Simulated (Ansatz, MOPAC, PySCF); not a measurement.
System: H2SiO2F (charge 0, doublet). SMILES: O[Si](O)F
Structure (B3LYP-D3(BJ)/def2-TZVP (Ansatz, a program for electronic structure) minimum search):
```
Si
F 1 1.6015
O 1 1.6364 2 105.43
H 3 0.9619 1 117.75 2 -163.90
O 1 1.6456 2 111.16 3 -116.55
H 5 0.9617 1 118.47 2 -70.18
```
Charge 0, spin multiplicity 2.

Unscaled harmonic wavenumbers (cm⁻¹) in rising order, each level at the stationary point that it reaches from this structure (no distance between atoms moves by over 0.3 Å); the order of modes can differ between levels, and a negative number is imaginary. B3LYP-D3(BJ)/def2-TZVP (PySCF, at the structure above): 171, 217, 296, 316, 393, 787, 794, 799, 927, 950, 3854, 3855.

PM3 (MOPAC): 149, 204, 242, 249, 295, 823, 873, 893, 985, 1012, 3932, 3943. Zero-point energy 19.4 against 19.1 kcal/mol; where all levels lie over 400 cm⁻¹, the wavenumbers are on average 1.062 times those of B3LYP-D3(BJ)/def2-TZVP.

HF/3-21G (Ansatz): 124, 200, 323, 364, 411, 698, 737, 917, 1032, 1092, 3969, 4015. Zero-point energy 19.8 against 19.1 kcal/mol; where all levels lie over 400 cm⁻¹, the wavenumbers are on average 1.043 times those of B3LYP-D3(BJ)/def2-TZVP.

HF/6-31G* (Ansatz): 170, 220, 307, 345, 429, 848, 875, 913, 983, 1034, 4103, 4136. Zero-point energy 20.5 against 19.1 kcal/mol; where all levels lie over 400 cm⁻¹, the wavenumbers are on average 1.087 times those of B3LYP-D3(BJ)/def2-TZVP.

B3LYP/6-31G* (Ansatz): 141, 222, 286, 311, 388, 785, 827, 833, 932, 965, 3791, 3796. Zero-point energy 19.0 against 19.1 kcal/mol; where all levels lie over 400 cm⁻¹, the wavenumbers are on average 1.010 times those of B3LYP-D3(BJ)/def2-TZVP.
